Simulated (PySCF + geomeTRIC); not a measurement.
A geometry relaxed with ωB97X-D3(BJ)/def2-TZVP run with PySCF + geomeTRIC, charge 0, multiplicity 1:

```xyz
9

H     -1.4334    -0.0555     1.7114
O     -0.2193    -0.5678    -1.5114
H      0.3105     2.0332    -0.9007
Si     0.0078     0.0095     0.0021
O     -1.4432    -0.0733     0.7525
H      1.9907    -0.6477     0.8021
H     -0.8362    -1.2960    -1.6062
O      1.0584    -0.8315     0.9320
O      0.6352     1.5107    -0.1649
```

**Question.** Write the SMILES of this molecule.

**Answer.** `O[Si](O)(O)O`
